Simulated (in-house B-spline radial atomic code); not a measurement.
Configurations of Rh⁵⁺, with energies counted from [Kr] 4d4. Computed with a radial B-spline atomic code at the basis-set limit: Dirac-Hartree-Fock, average of configuration, Fermi nucleus of rms radius 4.4945 fm. Energies include first-order Breit, QED and recoil terms.

Occupations are held fixed; configurations that lie above the ionisation limit could autoionise.

| configuration | E - E(ref) (eV) | highest orbital | its <r> (bohr) |
| --- | --- | --- | --- |
| [Kr] 4d3 5f1 | 55.64 | 5f7/2 | 4.347 |
| [Ar] 3d10 4s2 4p5 4d4 5s1 | 72.372 | 5s1/2 | 2.172 |
| [Ar] 3d10 4s2 4p5 4d4 6s1 | 99.152 | 6s1/2 | 3.938 |
| [Ar] 3d10 4s2 4p5 4d4 5f1 | 108.24 | 5f7/2 | 4.306 |
| [Ar] 3d10 4s2 4p5 4d4 7s1 | 110.77 | 7s1/2 | 6.179 |
| [Ar] 3d10 4s2 4p5 4d4 8f1 | 122.33 | 8f7/2 | 13.51 |

Problem. Order these further configurations by energy, lowest first.
A. [Ar] 3d10 4s2 4p5 4d4 7g1
B. [Ar] 3d10 4s2 4p5 4d4 8s1
C. [Kr] 4d3 7g1
D. [Kr] 4d3 7s1
E. [Ar] 3d10 4s2 4p5 4d4 6f1

Solution. D (58.003 eV), C (67.887 eV), E (115.38 eV), B (116.95 eV), A (120.69 eV).

Problem. How far above the reference does [Kr] 4d3 5g1 lie?

Solution. 58.273 eV; its least bound orbital is 5g7/2 with <r> = 4.542 bohr.

Problem. How far above the reference does [Kr] 4d3 8s1 lie?

Solution. 64.165 eV; its least bound orbital is 8s1/2 with <r> = 8.932 bohr.
